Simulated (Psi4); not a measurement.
C4H9Cl3Sn (SMILES CCC[CH2][Sn]([Cl])([Cl])[Cl]), singlet, at a GFN2-xTB geometry (such geometries of metal compounds can be far from the true shape) (all electrons, no relativity); B3LYP5/STO-3G run with Psi4 1.11.

Here is a job for Psi4.
```
memory 2 GB

molecule {
0 1
  C    -4.39186046   -0.36271527   -0.12209630
  C    -2.97975254   -0.39734081   -0.68999203
  C    -2.18587318   -1.58037032   -0.14581249
  C    -0.80115302   -1.68762794   -0.71354593
  Sn    0.58388813   -0.00659587   -0.01644072
  Cl    0.70422409    1.83088088   -1.47269867
  Cl   -0.05877016    0.86869545    2.06551217
  Cl    2.80112772   -0.71700956    0.26810920
  H    -4.93380889   -1.26925862   -0.38393982
  H    -4.93885832    0.48928349   -0.51664614
  H    -4.36369763   -0.27910897    0.96171888
  H    -2.46428360    0.53153745   -0.42727938
  H    -3.02194787   -0.45831259   -1.77969678
  H    -2.14983028   -1.52648620    0.94523797
  H    -2.70967763   -2.50971708   -0.40169133
  H    -0.27435719   -2.58008738   -0.38609232
  H    -0.77799848   -1.60336543   -1.79658010
}

set basis sto-3g
set scf_type pk
set puream true
set d_convergence 1e-8
set dft_radial_points 99
set dft_spherical_points 590

energy('b3lyp5')
print_variables()
```

Output, abridged:

```
   => Loading Basis Set <=

    Name: STO-3G
    Role: ORBITAL
    Keyword: BASIS

         ---------------------------------------------------------
                                   SCF
               by Justin Turney, Rob Parrish, Andy Simmonett
                          and Daniel G. A. Smith
                              RKS Reference
         ---------------------------------------------------------

  ==> Geometry <==

    Molecular point group: c1
    Full point group: C1

    Geometry (in Angstrom), charge = 0, multiplicity = 1:

       Center              X                  Y                   Z               Mass
    ------------   -----------------  -----------------  -----------------  -----------------
         C           -4.535162128436    -0.401466003279    -0.137217150511    12.000000000000
         C           -3.123054208436    -0.436091543279    -0.705112880511    12.000000000000
         C           -2.329174848436    -1.619121053279    -0.160933340511    12.000000000000
         C           -0.944454688436    -1.726378673279    -0.728666780511    12.000000000000
         SN           0.440586461564    -0.045346603279    -0.031561570511   119.902201630000
         CL           0.560922421564     1.792130146721    -1.487819520511    34.968852682000
         CL          -0.202071828436     0.829944716721     2.050391319489    34.968852682000
         CL           2.657826051564    -0.755760293279     0.252988349489    34.968852682000
         H           -5.077110558436    -1.308009353279    -0.399060670511     1.007825032230
         H           -5.082159988436     0.450532756721    -0.531766990511     1.007825032230
         H           -4.506999298436    -0.317859703279     0.946598029489     1.007825032230
         H           -2.607585268436     0.492786716721    -0.442400230511     1.007825032230
         H           -3.165249538436    -0.497063323279    -1.794817630511     1.007825032230
         H           -2.293131948436    -1.565236933279     0.930117119489     1.007825032230
         H           -2.852979298436    -2.548467813279    -0.416812180511     1.007825032230
         H           -0.417658858436    -2.618838113279    -0.401213170511     1.007825032230
         H           -0.921300148436    -1.642116163279    -1.811700950511     1.007825032230

  Running in c1 symmetry.

  Rotational constants: A =      0.03470  B =      0.01585  C =      0.01533 [cm^-1]
  Rotational constants: A =   1040.20834  B =    475.23106  C =    459.52245 [MHz]
  Nuclear repulsion = 1268.405961177852078

  Charge       = 0
  Multiplicity = 1
  Electrons    = 134
  Nalpha       = 67
  Nbeta        = 67

  ==> Algorithm <==

  SCF Algorithm Type is PK.
  DIIS enabled.
  MOM disabled.
  Fractional occupation disabled.
  Guess Type is SAD.
  Energy threshold   = 1.00e-06
  Density threshold  = 1.00e-08
  Integral threshold = 1.00e-12

  ==> Primary Basis <==

  Basis Set: STO-3G
    Blend: STO-3G
    Number of shells: 47
    Number of basis functions: 83
    Number of Cartesian functions: 85
    Spherical Harmonics?: true
    Max angular momentum: 2

  ==> DFT Potential <==

   => LibXC <=

    Version 7.1.2
    S. Lehtola, C. Steigemann, M. J. T. Oliveira, and M. A. L. Marques,  SoftwareX 7, 1–5 (2018) (10.1016/j.softx.2017.11.002)

   => Composite Functional: B3LYP5 <=

    B3LYP5 Hyb-GGA Exchange-Correlation Functional

    P. J. Stephens, F. J. Devlin, C. F. Chabalowski, and M. J. Frisch,  J. Phys. Chem. 98, 11623 (1994) (10.1021/j100096a001)

    Deriv               =              1
    GGA                 =           TRUE
    Meta                =          FALSE

    Exchange Hybrid     =           TRUE
    MP2 Hybrid          =          FALSE

   => Exchange Functionals <=

    0.0800   Slater exchange
    0.7200         Becke 88

   => Exact (HF) Exchange <=

    0.2000               HF

   => Correlation Functionals <=

    0.1900   Vosko, Wilk & Nusair (VWN5)
    0.8100   Lee, Yang & Parr

   => LibXC Density Thresholds  <==

    XC_HYB_GGA_XC_B3LYP5:  1.00E-15

   => Molecular Quadrature <=

    Radial Scheme          =       TREUTLER
    Pruning Scheme         =           NONE
    Nuclear Scheme         =       TREUTLER

    Blocking Scheme        =         OCTREE
    BS radius alpha        =              1
    Pruning alpha          =              1
    Radial Points          =             99
    Spherical Points       =            590
    Total Points           =         902702
    Total Blocks           =           6165
    Max Points             =            256
    Max Functions          =             71
    Weights Tolerance      =       1.00E-15

  ==> Integral Setup <==

  Using in-core PK algorithm.
   Calculation information:
      Number of atoms:                  17
      Number of AO shells:              47
      Number of primitives:            141
      Number of atomic orbitals:        85
      Number of basis functions:        83

      Integral cutoff                 1.00e-12
      Number of threads:                 1

  Performing in-core PK
  Using 12155682 doubles for integral storage.
  We computed 374672 shell quartets total.
  Whereas there are 636756 unique shell quartets.

  ==> DiskJK: Disk-Based J/K Matrices <==

    J tasked:                  Yes
    K tasked:                  Yes
    wK tasked:                  No
    Schwarz Cutoff:          1E-12

  Minimum eigenvalue in the overlap matrix is 1.9900985647E-01.
  Reciprocal condition number of the overlap matrix is 7.6501609217E-02.
    Using symmetric orthogonalization.

  ==> Pre-Iterations <==

  SCF Guess: Superposition of Atomic Densities via on-the-fly atomic UHF (no occupation information).

   -------------------------
    Irrep   Nso     Nmo
   -------------------------
     A         83      83
   -------------------------
    Total      83      83
   -------------------------

  ==> Iterations <==

                        Total Energy        Delta E     RMS |[F,P]|

   @RKS iter SAD: -7481.69598137084904   -7.48170e+03   0.00000e+00
   @RKS iter   1: -7486.42967115009560   -4.73369e+00   4.74016e-03 ADIIS/DIIS
   @RKS iter   2: -7486.46560687485817   -3.59357e-02   3.74196e-03 ADIIS/DIIS
   @RKS iter   3: -7486.53623528814751   -7.06284e-02   9.99450e-04 ADIIS/DIIS
   @RKS iter   4: -7486.54057572272359   -4.34043e-03   2.03061e-04 ADIIS/DIIS
   @RKS iter   5: -7486.54085709413539   -2.81371e-04   1.05378e-05 DIIS
   @RKS iter   6: -7486.54085771816335   -6.24028e-07   1.73900e-06 DIIS
   @RKS iter   7: -7486.54085773239149   -1.42281e-08   5.09107e-07 DIIS
   @RKS iter   8: -7486.54085773377301   -1.38152e-09   4.70720e-08 DIIS
   @RKS iter   9: -7486.54085773377938   -6.36646e-12   1.61029e-08 DIIS
   @RKS iter  10: -7486.54085773379029   -1.09139e-11   2.77617e-09 DIIS
  Energy and wave function converged.

  ==> Post-Iterations <==

   Electrons on quadrature grid:
      Ntotal   =  133.9999945945 ; deviation = -5.406e-06

    Orbital Energies [Eh]
    ---------------------

    Doubly Occupied:

[...]
      67A     -0.230935

    Virtual:

[...]
      83A      0.531394

    Final Occupation by Irrep:
              A
    DOCC [    67 ]
    NA   [    67 ]
    NB   [    67 ]

  @RKS Final Energy: -7486.54085773379029

   => Energetics <=

    Nuclear Repulsion Energy =           1268.4059611778520775
    One-Electron Energy =              -12873.2270614468980057
    Two-Electron Energy =                4335.8392286967500695
    DFT Exchange-Correlation Energy =    -217.5589861614946301
    Empirical Dispersion Energy =           0.0000000000000000
    VV10 Nonlocal Energy =                  0.0000000000000000
    Total Energy =                      -7486.5408577337902898

Computation Completed

Properties will be evaluated at   0.000000,   0.000000,   0.000000 [a0]

Properties computed using the SCF density matrix

 Multipole Moments:

 ------------------------------------------------------------------------------------
     Multipole            Electronic (a.u.)      Nuclear  (a.u.)        Total (a.u.)
 ------------------------------------------------------------------------------------

 L = 1.  Multiply by 2.5417464519 to convert [e a0] to [Debye]
 Dipole X            :         35.1781468          -36.2873225           -1.1091757
 Dipole Y            :          8.6500562           -9.8125882           -1.1625320
 Dipole Z            :          3.3009884           -3.8289510           -0.5279626
 Magnitude           :                                                    1.6913000

 ------------------------------------------------------------------------------------

  Variable Map:
  ----------------------------------------------------------------------------
[...]
  Array Variable Map:
  ----------------------------------------------------------------------------
[...]
[...]
```
